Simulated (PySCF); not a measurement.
# Finite-field polarisability of Pb (lead, neutral)

[Xe] 4f14 5d10 6s2 6p2, high-spin 3P determinant. Calculation: PySCF 2.14, in x2c-TZVPPall with one added diffuse shell each of s, p, d, f type (12s8p7d4f, 99 functions); scalar relativity by spin-free X2C-1e. Frozen: [Xe] 4f14 5d10. Energy changes in a uniform field (μhartree):

```
axis  F (au)        HF       MP2      CCSD   CCSD(T)
   x  0.0021  -101.300  -102.260  -102.411  -102.637
   x  0.0042  -405.560  -409.409  -410.013  -410.921
   y  0.0017   -99.952  -100.317  -100.558  -100.712
   y  0.0034  -400.534  -401.979  -402.943  -403.558
   z  0.0017   -99.952  -100.317  -100.558  -100.712
   z  0.0034  -400.534  -401.979  -402.943  -403.558
```

Q: Derive α along x at CCSD(T) from the two fields.

A: With ΔE = −αF²/2 − γF⁴/24, α = −(16 ΔE(F) − ΔE(2F))/(6F²) = 46.53 bohr³.

Q: And the mean polarisability at each level?

A: HF 61.40, MP2 61.71, CCSD 61.84, CCSD(T) 61.95 bohr³. Reference: 47 ± 3 bohr³ (recommended; Schwerdtfeger and Nagle, table of static dipole polarizabilities (2023 update)).

CCSD(T) lies more than 5 % above the reference; correlation of the frozen inner shells, absent here, would lower it, and spin-orbit coupling is absent too.

Spin-orbit coupling is strong in this species (close to jj coupling), so the high-spin LS determinant is a model state, not a physical level.
